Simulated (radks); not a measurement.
Results of a calculation; reference values are marked as such.
Task: The argon ion Ar2+ is in [Ne] 3s2 3p(1/2: 2, 3/2: 2). Code: a radial shooting solver on a logarithmic mesh with Libxc functionals. Model: Dirac Kohn-Sham, relativistic LDA (MacDonald-Vosko exchange, VWN5 correlation), spin-unpolarised, spherical densities, finite nucleus; Fermi nuclear charge, rms radius of each element as measured or else 0.836 A^(1/3) + 0.57 fm. Sub-shells are occupied by j as written (lower j first in brackets). One electron is removed from 2p3/2, 3s1/2, 3p1/2, 3p3/2 in turn, with full relaxation. Which removal costs least, and what does each cost?

Result: 3p3/2 42.556 eV; 3p1/2 42.809 eV; 3s1/2 58.100 eV; 2p3/2 281.81 eV. The 3p3/2 electron leaves first.
